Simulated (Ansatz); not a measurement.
C3H7O (SMILES CC(C)[O]), doublet, geometry from GFN2-xTB. Base run: B3LYP/def2-SVP in Ansatz (an electronic-structure program).

Input for Ansatz:
Ansatz 0.2 input:
```yaml
crystal:
  periodic: [false, false, false]
  atoms:
    - {symbol: C, position_ang: [-1.15356123, -0.84973085, 0.00785013]}
    - {symbol: C, position_ang: [-0.05785675, 0.22017008, -0.20627690]}
    - {symbol: C, position_ang: [1.36217624, -0.39187989, -0.20907819]}
    - {symbol: O, position_ang: [-0.19452064, 1.31022188, 0.50949315]}
    - {symbol: H, position_ang: [-1.02558410, -1.27711883, 0.99968470]}
    - {symbol: H, position_ang: [-1.07643147, -1.63708847, -0.73613824]}
    - {symbol: H, position_ang: [-2.13807525, -0.39271548, -0.04245597]}
    - {symbol: H, position_ang: [-0.21126738, 0.56032600, -1.26745771]}
    - {symbol: H, position_ang: [1.55805862, -0.80690947, 0.77690101]}
    - {symbol: H, position_ang: [1.44317348, -1.17853365, -0.95340005]}
    - {symbol: H, position_ang: [2.10174160, 0.37890885, -0.40804911]}
basis:
  gaussian:
    orbitals: def2-SVP
hamiltonian:
  xc: b3lyp
magnetization: {spin_polarized: true, initial_magnetization: 1}
```

Each row names what was changed in the base input (with any setting that the change needs).

```
change                                        ΔE vs base (eV)
--------------------------------------------  ---------------
base                                                     0.00
occupation = up:A':12 A'':5 down:A':10 A'':6             7.77
occupation = up:A':10 A'':7 down:A':10 A'':6            10.49
symmetry_tolerance_ang = 0.01                            0.00
occupation = up:A':11 A'':6 down:A':10 A'':6             0.00
```
